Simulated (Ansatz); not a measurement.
This geometry of GaH₇NP (10 atoms, charge 0, multiplicity 1) is a first-order saddle point.

Theory: RKS PBE0/def2-SVP (Ansatz 0.2.0).

```xyz
10
Properties=species:S:1:pos:R:3
Ga 0.052 0.228 0.162
N -0.082 -0.195 2.083
H -0.813 -0.856 2.347
H 0.778 -0.502 2.538
H 1.538 0.316 -0.331
H -1.176 -0.300 -0.657
P -0.568 2.445 1.145
H -1.833 3.078 1.066
H 0.290 3.559 1.319
H -0.440 1.305 2.245
```

Q: Which two structures does it join? (They come from a converged band through this point; their orientation in space is the band's.)

A: Bonds broken: P7–H10. Bonds formed: N2–H10.

First end point:

```xyz
10
Properties=species:S:1:pos:R:3
Ga 0.067 -0.011 0.339
N 0.084 -0.914 1.931
H -0.708 -1.425 2.299
H 0.920 -1.091 2.473
H 1.463 0.426 -0.231
H -1.250 -0.122 -0.510
P -0.571 2.572 1.198
H -1.834 3.154 0.901
H 0.208 3.728 0.910
H -0.632 2.763 2.606
```

Last end point:

```xyz
10
Properties=species:S:1:pos:R:3
Ga -0.066 0.607 0.105
N -0.106 -0.005 2.183
H -0.794 -0.739 2.351
H 0.802 -0.352 2.493
H 1.440 0.264 -0.224
H -1.223 -0.315 -0.449
P -0.581 2.904 0.247
H -1.703 2.740 1.122
H 0.328 3.187 1.317
H -0.351 0.791 2.771
```

Q: How far does it lie above each of them?

A: 57.4 kJ/mol above the first and 136.7 kJ/mol above the second. This is the barrier of this one path; another mechanism may lie lower. The orbitals stay closed-shell, which can raise the energy where a bond breaks towards radicals; this wasn't checked here.

Time of the run: 4.2 min on 2 threads of Arm Neoverse V2, with other jobs on the host, peak memory 0.22 GiB.
